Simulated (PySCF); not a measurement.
C4H11NSi.
Atom-mapped SMILES: `[CH3:1][Si@H:2]1[CH2:3][CH2:4][CH2:5][NH:6]1` (hydrogens: H7, H8, H9 on C1; H10 on Si2; H11, H12 on C3; H13, H14 on C4; H15, H16 on C5; H17 on N6)

Cartesian coordinates in Å at the GFN2-xTB level; atoms count from 1:
```
atom  x, y, z in Å
C1     2.1701    0.0619   -1.1580
Si2    0.8499    0.6509    0.0661
C3    -0.9217    0.8529   -0.6032
C4    -1.6494   -0.3872   -0.0860
C5    -1.0550   -0.7414    1.2737
N6     0.3812   -0.6266    1.1197
H7     3.0886   -0.1872   -0.6380
H8     2.4029    0.8429   -1.8735
H9     1.8543   -0.8167   -1.7111
H10    1.2943    1.8964    0.7242
H11   -1.0046    0.9284   -1.6845
H12   -1.3775    1.7494   -0.1843
H13   -2.7272   -0.2335   -0.0129
H14   -1.4667   -1.2193   -0.7673
H15   -1.4379   -0.0540    2.0420
H16   -1.3199   -1.7615    1.5691
H17    0.9115   -0.9433    1.9140
```

Theory: PySCF, TDDFT wB97X-D/def2-SVPD, vertical, gas phase, core orbitals frozen in the response.

Transition dipole moments from the ground state, in atomic units and in the frame of the coordinates above (overall signs are arbitrary), for the states with f of 0.002 or more among the lowest 7:

| state | E (eV) | μx | μy | μz |
| --- | --- | --- | --- | --- |
| S1 | 6.247 | -0.054 | -0.138 | -0.039 |
| S2 | 6.905 | 0.167 | -0.306 | -0.142 |
| S3 | 7.295 | 0.478 | 0.168 | -0.435 |
| S4 | 7.633 | -0.063 | 0.300 | 0.121 |
| S5 | 7.704 | -0.043 | 0.325 | 0.111 |
| S6 | 8.030 | 0.089 | -0.337 | -0.052 |
| S7 | 8.217 | 0.345 | 0.268 | 0.006 |

Task: What oscillator strength does each state have?

Result: f = (2/3) ΔE |μ|² with ΔE in hartree (27.2114 eV).

| state | \|μ\|² (au) | \|μ\| (D) | f |
| --- | --- | --- | --- |
| S1 | 0.023 | 0.39 | 0.004 |
| S2 | 0.142 | 0.96 | 0.024 |
| S3 | 0.446 | 1.70 | 0.080 |
| S4 | 0.109 | 0.84 | 0.020 |
| S5 | 0.120 | 0.88 | 0.023 |
| S6 | 0.124 | 0.89 | 0.024 |
| S7 | 0.191 | 1.11 | 0.038 |

Task: What angle do the transition dipoles of S5 and S7 make?

Result: |cos θ| = |μa·μb| / (|μa| |μb|) = 0.48, so θ ≈ 61° (taken between 0 and 90°, since the signs are arbitrary).

Task: How is the summed strength of these states shared among x, y and z?

Result: (2/3) Σ ΔE μα² gives 0.073 for x, 0.097 for y and 0.043 for z, 0.213 in all.

Task: What peak molar absorption coefficient would the strongest computed level give as a lone Gaussian band 0.3 eV wide at half height?

Result: ε(max) = 2.175×10⁸ f / FWHM, with the width in cm⁻¹. S3: 2.175×10⁸ × 0.0798 / 2420 ≈ 7200 L mol⁻¹ cm⁻¹.

One conformer stands for the species.

Without π bonds the low states may be Rydberg-like; a valence basis with one diffuse set may place them up to an eV too high.
